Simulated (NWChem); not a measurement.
Species: CuI; SMILES [I][Cu]

```xyz
2

Cu     0.0000     0.0000    -1.5410
I      0.0000     0.0000     0.8372
```
Atoms are numbered in this order, from 1.

Computed with NWChem. Geometry: optimised at PBE0/def2-SVP. def2 effective core potentials on I; no spin-orbit coupling. Vertical excitations in the gas phase; the lowest state need not have the same character in each row.

```json
[
 {"level": "PBE/def2-SVPD, TDA", "lowest excitation, singlet (eV)": "1.99", "oscillator strength of that lowest state": "0.008", "orbital gap (eV)": "1.85"},
 {"level": "B3LYP/def2-SVPD, TDA", "lowest excitation, singlet (eV)": "2.33", "oscillator strength of that lowest state": "0.009", "orbital gap (eV)": "3.35"},
 {"level": "BHandHLYP/def2-SVPD, TDA", "lowest excitation, singlet (eV)": "(withheld)", "oscillator strength of that lowest state": "0.013", "orbital gap (eV)": "(withheld)"},
 {"level": "LDA (Slater exchange, VWN5)/def2-SVPD, TDA", "lowest excitation, singlet (eV)": "2.05", "oscillator strength of that lowest state": "0.008", "orbital gap (eV)": "1.89"}
]
```

### Question
Some entries are withheld; supply them.

### Answer

- BHandHLYP/def2-SVPD, TDA, lowest excitation, singlet (eV): 2.99
- BHandHLYP/def2-SVPD, TDA, orbital gap (eV): 5.45
